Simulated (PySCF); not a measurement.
Species: C4H8NOS (charge +1).
SMILES: `C[N+]#CC[S@](C)=O`

Closed-shell single points with PySCF (density fitting; grid level 2 and gas phase unless stated) on one GFN2-xTB geometry.

Problem. Rank these settings by the LUMO energy, lowest first.
A. BHandHLYP/pcseg-1, IEF-PCM acetone, grid level 4
B. PBE0/6-31G*, energy threshold 1e-07 Eh
C. PBE0/pcSseg-1
D. PBE0/6-311+G(2d,p), IEF-PCM chloroform, level shift 0.1 Eh

Solution. C (-6.68 eV), B (-6.49 eV), D (-3.26 eV), A (-1.54 eV).

Problem. Rank these settings by the HOMO–LUMO gap, lowest first.
A. PBE0/6-311+G(2d,p), IEF-PCM chloroform, level shift 0.1 Eh
B. BHandHLYP/pcseg-1, IEF-PCM acetone, grid level 4
C. PBE0/pcSseg-1

Solution. C (5.06 eV), A (5.35 eV), B (7.61 eV).

All figures of these runs:

```tsv
settings	basis functions	SCF cycles	E (Eh)	HOMO (eV)	LUMO (eV)
PBE0/pcSseg-1	166	16	-684.5335	-11.74	-6.68
BHandHLYP/pcseg-1, IEF-PCM acetone, grid level 4	142	13	-684.8799	-9.15	-1.54
PBE0/6-31G*, energy threshold 1e-07 Eh	118	10	-684.5657	-11.57	-6.49
PBE0/6-311+G(2d,p), IEF-PCM chloroform, level shift 0.1 Eh	245	13	-684.7678	-8.61	-3.26
```

Cycle counts include a coarse-grid stage where the run had one. All basis functions are spherical, in the Pople sets too. The structure is a single GFN2-xTB conformer; no vibrational corrections.

Conformer computed: `[CH3:1][N+:2]#[C:3][CH2:4][S@:5]([CH3:6])=[O:7]`: N2–C3–C4–S5 0°, C3–C4–S5–C6 107°.
